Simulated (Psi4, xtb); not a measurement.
Internal rotation in H₃FOSi, SMILES O[SiH2]F. Scanned: dihedral H4–O1–Si2–F3; all other coordinates were relaxed at GFN2-xTB. Points at φ and −φ are mirror images. Heavy atoms are numbered in the order of the SMILES O[SiH2]F, hydrogens after them in the order of the atoms that carry them; the mirror image has the same energies with the sign of each dihedral reversed.

- wB97M-V/def2-TZVP // GFN2-xTB (Psi4)
- GFN1-xTB // GFN2-xTB (xtb)
- B3LYP-D3(BJ)/def2-TZVP // GFN2-xTB (Psi4)
- MP2/cc-pVTZ = DF-MP2 (frozen core)/cc-pVTZ // GFN2-xTB run with Psi4

Energies relative to the lowest point of each profile, in kcal/mol:

```
φ / °  wB97M-V/def2-TZVP  GFN1-xTB  B3LYP-D3(BJ)/def2-TZVP
-----  -----------------  --------  ----------------------
-160                 1.5       0.1                     1.5
-140                 1.3       0.3                     1.2
-80                  0.0       0.4                     0.0
-40                  0.3       0.4                     0.3
-20                  0.8       0.5                     0.8
20                   0.8       0.5                     0.8
40                   0.3       0.4                     0.3
60                   0.0       0.3                     0.0
80                   0.0       0.4                     0.0
120                  0.8       0.4                     0.8
140                  1.3       0.3                     1.2
180                  1.6       0.0                     1.6
```

Question: What does MP2/cc-pVTZ give at the same points?

Answer: -160: 1.5; -140: 1.3; -80: 0.0; -40: 0.4; -20: 0.9; 20: 0.9; 40: 0.4; 60: 0.0; 80: 0.0; 120: 0.9; 140: 1.3; 180: 1.5 (kcal/mol).
